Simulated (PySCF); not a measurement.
Breaking a bond: CuCl, singlet.

UCCSD = CCSD on UHF/def2-SVP, 10 core orbitals frozen in PySCF; UKS-r2SCAN = PySCF 2.14.0 with unrestricted r2SCAN/def2-SVP; RKS-r2SCAN = restricted r2SCAN/def2-SVP run with PySCF; RCCSD = CCSD on RHF/def2-SVP, 10 core orbitals frozen run with PySCF.

Energies are in kcal/mol, each relative to the lowest point of its own curve near equilibrium.

| R / Å | UCCSD | UKS-r2SCAN | RKS-r2SCAN | RCCSD |
|---|---|---|---|---|
| 1.67 | 64.1 | 51.7 | 51.7 | 64.1 |
| 1.77 | 32.7 | 23.9 | 23.9 | 32.7 |
| 1.88 | 12.9 | 7.7 | 7.7 | 12.9 |
| 1.93 | 7.4 | 3.8 | 3.8 | 7.4 |
| 2.03 | 1.4 | 0.2 | 0.2 | 1.4 |
| 2.08 | 0.2 | 0.0 | 0.0 | 0.2 |
| 2.11 | 0.0 | 0.3 | 0.3 | 0.0 |
| 2.22 | 1.4 | 3.2 | 3.2 | 1.4 |
| 2.30 | 4.0 | 6.7 | 6.7 | 4.0 |
| 2.41 | 8.9 | 12.4 | 12.4 | 8.9 |
| 2.59 | 18.7 | 22.7 | 22.7 | 18.7 |
| 2.82 | 32.0 | 35.8 | 35.8 | 32.0 |
| 3.15 | 49.7 | 52.1 | 52.1 | 49.7 |
| 3.44 | 62.6 | 62.9 | 63.4 | 62.6 |
| 3.71 | 70.8 | 69.9 | 71.6 | 72.2 |
| 4.15 | 76.7 | 76.8 | — | 82.8 |
| 4.59 | 78.3 | 80.7 | — | 88.6 |
| 5.11 | 78.8 | 83.2 | — | — |
| 5.60 | 79.0 | 84.5 | — | — |
| 6.28 | 79.0 | 85.4 | — | — |
| 7.23 | 79.0 | 86.0 | — | — |
| 8.39 | 79.0 | 86.3 | — | — |

Dashes: no converged value, or the column stops at the first point that the program doubted or that broke a chosen test of continuity, which isn't proof of a fault.

The unrestricted determinant behind UCCSD is spin-contaminated at 3.44 to 8.39 Å (<S²> up to 1.0, against 0.00 for a pure singlet). The unrestricted determinant behind UKS-r2SCAN is spin-contaminated at 3.44 to 8.39 Å (<S²> up to 0.9, against 0.00 for a pure singlet). At the longest distance UKS-r2SCAN leaves fractional charges on the fragments, a sign of delocalisation error or of the restricted form. The restricted form behind RKS-r2SCAN keeps the bonding electrons paired and can't separate into open-shell fragments. The T1 diagnostic of CCSD on the restricted reference of RCCSD exceeds 0.045 at 3.71 to 8.39 Å.
